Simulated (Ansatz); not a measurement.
CH$_{3}$ClOSi, SMILES `O=C[SiH2]Cl`. Charge 0, multiplicity 1. Geometry: relaxed with PBE0-D4/def2-TZVP. It is one conformer, not always the lowest.

```xyz
7

O    -1.484    0.055    1.454
C    -0.362    0.277    1.077
Si    0.133   -0.220   -0.715
Cl    2.090    0.304   -1.043
H     0.377    0.763    1.755
H    -0.016   -1.685   -0.861
H    -0.738    0.505   -1.668
```

Question: What is the dipole moment at ωB97M-V/def2-TZVPP? (Best estimate.)

Answer: The calculation gave: 1.06 D, with components (0.87, 0.06, -0.59) D in this frame, pointing from negative to positive charge.

Question: And with PBE, r2SCAN, B3LYP? (Best estimate.)

Answer: Computed: PBE 0.82 D, r2SCAN 0.90 D, B3LYP 1.01 D.

Question: Give the Mulliken charges with ωB97M-V, PBE, r2SCAN in def2-TZVPP. (Estimate.)

Answer: The calculation gave: 
```json
{"atom": "O1", "ωB97M-V": "-0.25", "PBE": "-0.19", "r2SCAN": "-0.26"}
{"atom": "C2", "ωB97M-V": "0.03", "PBE": "0.06", "r2SCAN": "0.12"}
{"atom": "Si3", "ωB97M-V": "0.35", "PBE": "0.37", "r2SCAN": "0.47"}
{"atom": "Cl4", "ωB97M-V": "-0.21", "PBE": "-0.22", "r2SCAN": "-0.25"}
{"atom": "H5", "ωB97M-V": "0.08", "PBE": "0.05", "r2SCAN": "0.03"}
{"atom": "H6", "ωB97M-V": "-0.01", "PBE": "-0.04", "r2SCAN": "-0.05"}
{"atom": "H7", "ωB97M-V": "-0.01", "PBE": "-0.04", "r2SCAN": "-0.05"}
```

B3LYP here is the variant with VWN-RPA as its local correlation; programs differ in this.
